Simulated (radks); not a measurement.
All-electron atom: N in [He] 2s2 2p3 (the NIST ground configuration).

All-electron calculation, non-relativistic Kohn-Sham, B86b exchange with PBE correlation, spin-unpolarised, spherical densities, point nucleus. Program: a radial shooting solver on a logarithmic mesh with Libxc functionals.

Energy parts (hartree):
| part | energy |
|---|---|
| total | -54.47106 |
| kinetic | 54.30178 |
| electron-nucleus | -128.04394 |
| Hartree | 25.88636 |
| exchange-correlation | -6.61526 |

Orbitals (lengths in bohr, moments of r in powers of bohr; <r^-3> diverges for s and p1/2; r(90%) holds 90 % of the orbital's charge):
orbital,occ.,eigenvalue (hartree),r(90%),<r^4>,<r^-3>
1s,2,-14.14193,0.412,0.01344,-
2s,2,-0.68300,2.12,8.944,-
2p,3,-0.26171,2.59,22.39,3.123

The highest occupied level is 2p at -7.122 eV. The density falls to 0.001 e/bohr^3 at r = 3.47 bohr. The electron density at the nucleus is 207.5 e/bohr^3. Summed over all electrons, <r^2> = 13.10 bohr^2, which gives a Langevin (diamagnetic) susceptibility term of -10.4 x 10^-6 cm^3/mol. Virial ratio -V/T = 2.00312. For comparison, the ionisation energy in NIST's Atomic Spectra Database is 14.534 eV (measured). In exact Kohn-Sham theory the highest level is minus the ionisation energy, but local and semilocal functionals leave it too shallow, through self-interaction and a potential that decays too fast; potentials with the right tail come closer.

Beside tabulated values, note that spin-unpolarised runs miss the spin-polarisation part of the exchange energy of open shells.
